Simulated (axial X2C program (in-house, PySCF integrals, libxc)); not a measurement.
RuB: properties at the nuclei

Calculated with an in-house all-electron X2C program for linear molecules (integrals from PySCF): two-component X2C with atomic mean-field Coulomb and Gaunt terms, Gaussian nuclei, basis Ru dyall-cv3z, B dyall-v3z with contracted cores.

R = 1.763 Å (near the PBE0 minimum at charge 0 of the determinant lowest at the starting distance; the state shown can have its own minimum elsewhere).

Input and command:
```json
{"zs": [44, 5], "q": 0, "bas": ["dyall-cv3z", "dyall-v3z"], "r0": 2.1, "levels": ["PBE0", "HF", "BP86", "B3LYP", "LDA"], "nst": 3}
```
```bash
python soeom.py task.json out
```

Keys: zs atomic numbers; q charge; bas basis sets; r0 starting distance in Å; levels methods; nst determinants followed.

Determinant lowest in the PBE0 search, Ω = 5/2 (⟨Sz⟩ = 0.50, ⟨Lz⟩ = 2.00 at PBE0), spin on the atoms Ru 0.74, B -0.24:

| level | Eeff magnitude (GV/cm) | Ws magnitude Ru (kHz) | A∥/gI Ru (MHz) | qzz Ru (a.u.) | A∥/gI B (MHz) | qzz B (a.u.) | μ (D) |
| --- | --- | --- | --- | --- | --- | --- | --- |
| PBE0 | 0.712 | 0.119 | 369 | -0.08 | -17.7 | -0.12 | -3.53 |
| HF | 3.19 | 0.502 | 445 | 1.18 | -51.4 | -0.09 | -4.40 |
| BP86 | 0.314 | 0.0535 | 406 | -0.33 | -16.4 | -0.11 | -3.32 |
| B3LYP | 0.449 | 0.0723 | 351 | -0.20 | -15.3 | -0.12 | -3.45 |
| LDA | 0.265 | 0.0421 | 386 | -0.36 | -12.4 | -0.11 | -3.25 |

Determinant 0.22 eV from it at PBE0 and this distance, Ω = 3/2 (⟨Sz⟩ = -0.50, ⟨Lz⟩ = 2.00 at PBE0), spin on the atoms Ru -0.74, B 0.24:

| level | Eeff magnitude (GV/cm) | Ws magnitude Ru (kHz) | A∥/gI Ru (MHz) | qzz Ru (a.u.) | A∥/gI B (MHz) | qzz B (a.u.) | μ (D) |
| --- | --- | --- | --- | --- | --- | --- | --- |
| PBE0 | 0.662 | 0.195 | 644 | -0.20 | 33.6 | -0.12 | -3.51 |
| HF | 3.43 | 0.911 | 536 | 1.15 | 73.1 | -0.08 | -4.41 |
| BP86 | 0.265 | 0.0866 | 597 | -0.46 | 32.6 | -0.11 | -3.31 |
| B3LYP | 0.402 | 0.118 | 665 | -0.32 | 30 | -0.12 | -3.43 |
| LDA | 0.218 | 0.0685 | 629 | -0.49 | 26.1 | -0.11 | -3.24 |

Eeff is the effective electric field on the electron electric dipole moment in this Ω state and Ws the scalar–pseudoscalar constant of the nucleus named (defined with the proton number Z and per Ω); A∥ (defined per Ω) follows by multiplying with gI = μI/(I μN); qzz is the electric field gradient, eQq0 = 234.96 MHz × Q/barn × qzz; μ is positive if the B end (last atom) is positive. The operators were transformed with the bare-nucleus X2C matrices; with these basis sets, hyperfine constants and field gradients can be off by tens of per cent, and where levels differ in sign neither size nor sign is settled.

(1) With gI(101Ru) = -0.2880, Q(11B) = 0.04059 barn (g factors from the IAEA table of nuclear moments by Stone; Q from Pyykkö, Mol. Phys. 2018), turn the PBE0 values of the first state into constants in MHz.

Each state is one determinant with collinear spin. Unrestricted Hartree–Fock can overshoot spin polarisation at the nuclei. Where Eeff spreads by more than a factor of two the levels disagree and none is to be relied on. At HF a later determinant lies lower. States lie within half an eV, so the first need not be the ground state. Further determinants of the search, some of them spin-mixed, are not shown. Where a field gradient or hyperfine factor spreads by more than a factor of two over the levels, a constant derived from it is not to be relied on. PBE0 term energies can be off by some tenths of an eV.

## Answers

(1) A∥(101Ru) = 369 × -0.2880 = -106 MHz; eQq0(11B) = 234.96 × (0.04059) × (-0.12) = -1.14 MHz.
